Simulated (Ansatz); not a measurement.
BH3OSeSi (`[SeH][SiH]1BO1`). Total charge 0; spin multiplicity 1. The geometry is a stationary point of PBE0-D4/def2-TZVP. It is one conformer, not always the lowest.

```xyz
7

Se   -0.408   -1.712    1.348
Si   -0.344   -0.133   -0.261
B     1.254    0.634   -0.935
O     0.652    1.267    0.083
H    -1.689   -1.239    1.892
H    -1.716    0.311   -0.588
H     2.250    0.872   -1.539
```

Question: What is the dipole moment at r2SCAN/def2-TZVPP? (An estimate is asked.)

Answer: Computed: 0.98 D, with components (-0.86, -0.32, -0.33) D in this frame, pointing from negative to positive charge.

Question: And with PBE, B3LYP, ωB97M-V? (Estimate.)

Answer: The calculation gave: PBE 0.94 D, B3LYP 1.09 D, ωB97M-V 1.12 D.

Question: Give the Mulliken charges with r2SCAN, PBE, B3LYP in def2-TZVPP. (An estimate is asked.)

Answer: Computed: 
| atom | r2SCAN | PBE | B3LYP |
| --- | --- | --- | --- |
| Se1 | -0.15 | -0.12 | -0.13 |
| Si2 | 0.32 | 0.22 | 0.25 |
| B3 | 0.07 | 0.04 | 0.09 |
| O4 | -0.26 | -0.19 | -0.27 |
| H5 | 0.07 | 0.06 | 0.06 |
| H6 | -0.06 | -0.04 | -0.05 |
| H7 | 0.02 | 0.03 | 0.05 |

B3LYP here is the variant with VWN-RPA as its local correlation; programs differ in this.
